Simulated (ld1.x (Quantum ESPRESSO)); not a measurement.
**u(r) = r·R(r): atom against pseudo-atom (palladium (Pd))**

Columns: radius, all-electron u(r) and pseudo u(r) of the 5p shell (level -0.31 eV) of palladium in the configuration [Kr] 4d10 5s0 5p0; PBE, scalar-relativistic, PAW scheme, ld1.x (Quantum ESPRESSO) 7.5.

```json
{"r (bohr)": "0.195", "all-electron": "-0.0456", "pseudo": "-0.0034"}
{"r (bohr)": "0.390", "all-electron": "-0.0342", "pseudo": "-0.0134"}
{"r (bohr)": "0.585", "all-electron": "0.0755", "pseudo": "-0.0296"}
{"r (bohr)": "0.780", "all-electron": "0.1209", "pseudo": "-0.0511"}
{"r (bohr)": "0.975", "all-electron": "0.1009", "pseudo": "-0.0770"}
{"r (bohr)": "1.170", "all-electron": "0.0476", "pseudo": "-0.1061"}
{"r (bohr)": "1.365", "all-electron": "-0.0160", "pseudo": "-0.1372"}
{"r (bohr)": "1.560", "all-electron": "-0.0781", "pseudo": "-0.1690"}
{"r (bohr)": "1.755", "all-electron": "-0.1343", "pseudo": "-0.2004"}
{"r (bohr)": "1.950", "all-electron": "-0.1834", "pseudo": "-0.2305"}
{"r (bohr)": "2.145", "all-electron": "-0.2253", "pseudo": "-0.2584"}
{"r (bohr)": "2.340", "all-electron": "-0.2607", "pseudo": "-0.2837"}
{"r (bohr)": "2.535", "all-electron": "-0.2904", "pseudo": "-0.3061"}
{"r (bohr)": "2.730", "all-electron": "-0.3151", "pseudo": "-0.3254"}
{"r (bohr)": "2.925", "all-electron": "-0.3354", "pseudo": "-0.3419"}
{"r (bohr)": "3.120", "all-electron": "-0.3520", "pseudo": "-0.3557"}
{"r (bohr)": "3.315", "all-electron": "-0.3653", "pseudo": "-0.3671"}
{"r (bohr)": "3.510", "all-electron": "-0.3758", "pseudo": "-0.3765"}
{"r (bohr)": "3.705", "all-electron": "-0.3839", "pseudo": "-0.3840"}
{"r (bohr)": "3.900", "all-electron": "-0.3898", "pseudo": "-0.3898"}
{"r (bohr)": "4.095", "all-electron": "-0.3939", "pseudo": "-0.3939"}
{"r (bohr)": "4.290", "all-electron": "-0.3962", "pseudo": "-0.3962"}
{"r (bohr)": "4.485", "all-electron": "-0.3971", "pseudo": "-0.3971"}
{"r (bohr)": "4.680", "all-electron": "-0.3966", "pseudo": "-0.3966"}
{"r (bohr)": "4.875", "all-electron": "-0.3949", "pseudo": "-0.3949"}
{"r (bohr)": "5.070", "all-electron": "-0.3921", "pseudo": "-0.3921"}
```

Problem. How many radial nodes do the two functions have?

Solution. The all-electron 5p function has n − l − 1 = 3 (the table is too coarse to show those close to the nucleus); the pseudo-wave has 0, since the states of the same l below it are removed with the core.

Problem. At about which radius was the pseudo-wave matched?

Solution. 3.90 bohr, where the columns begin to agree (steps of 0.20 bohr).

Problem. Is the pseudo-wave norm-conserving?

Solution. No, it belongs to a PAW set: the norm inside the radius is not constrained, and the difference is carried by the augmentation charge.
